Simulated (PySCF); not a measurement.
## Diatomic cations of Si with group 15

r²SCAN with triple-zeta basis sets in PySCF, for the lowest determinant that a PBE0 search found; no spin–orbit coupling. De refers to high-spin ground-configuration atoms (the charge goes to the atom of lower measured ionisation energy or higher electron affinity, which is not always the lowest computed limit). A positive dipole points towards Si; it is taken about the centre of mass and depends on that origin.

| M | basis | charged atom | state (unpaired electrons) | Re (Å) | ωe (cm⁻¹) | De (eV) | μ (D) |
| --- | --- | --- | --- | --- | --- | --- | --- |
| N | def2-TZVPPD | Si+ | triplet (π ↑↑) | 1.795 | 776 | 2.68 | 2.45 |
| P | def2-TZVPPD | Si+ | triplet (π ↑↑) | 2.225 | 502 | 3.15 | 1.45 |
| As | def2-TZVPPD | Si+ | triplet (π ↑↑) | 2.331 | 402 | 3.13 | 3.25 |
| Sb | def2-TZVPPD | Si+ | triplet (π ↑↑) | 2.533 | 348 | 3.12 | 3.21 |

The shortest bond is that of SiN⁺ (1.795 Å), the longest that of SiSb⁺ (2.533 Å).

Down a group the atoms grow and get heavier, so bonds lengthen and wavenumbers fall; this series shows no clear exception.

Spin–orbit coupling is left out, which matters for elements this heavy, above all for dissociation energies. For an ion De counts to the pair picked by the measured ionisation energies or electron affinities, which need not be the lowest pair at this level. States were picked by a PBE0 search and need not be the measured ground states.
